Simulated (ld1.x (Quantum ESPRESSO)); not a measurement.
**Pseudopotential generation for Ir (Z = 77): RRKJ, revPBE, scalar-relativistic.**

Ir, norm-conserving RRKJ (Kleinman–Bylander form), made with ld1.x (Quantum ESPRESSO) 7.5 (revPBE, scalar-relativistic). Core [Kr] 4d10 4f14 5s2, reference 5p6 5d7 6s1.5 6p0 (charge +0.5). Waves: 6s (bound): rc 1.10 bohr; 5p (bound): rc 1.10 bohr; 5d (bound): rc 1.80 bohr. Local part: all-electron potential smoothed inside 1.30 bohr (lloc = -2). Core correction: a·sin(br)/r model core inside 0.90 bohr. rho0 = 0.01.

All-electron outer shells of the reference configuration (revPBE, scalar-relativistic, ld1.x):

| shell | level (eV) | outermost node (bohr) | outermost maximum (bohr) |
| --- | --- | --- | --- |
| 5s | -101.91 | 0.50 | 0.89 |
| 4f | -66.11 | – | 0.39 |
| 5p | -58.66 | 0.54 | 1.01 |
| 5d | -11.05 | 0.59 | 1.29 |
| 6s | -9.76 | 1.17 | 2.35 |
| 6p | -4.01 | 1.39 | 3.22 |

**Question.** Is a potential produced?

**Answer.** No. ld1.x (Quantum ESPRESSO) 7.5 stopped with "compute_phi: phi has nodes before r_c": the RRKJ expansion in Bessel functions gave a pseudo-wave with a node inside its radius. The 6s radius of 1.10 bohr lies inside the outermost node of the all-electron wave at 1.17 bohr. Before that it printed "This function has    1 nodes for 0 < r <    1.112".
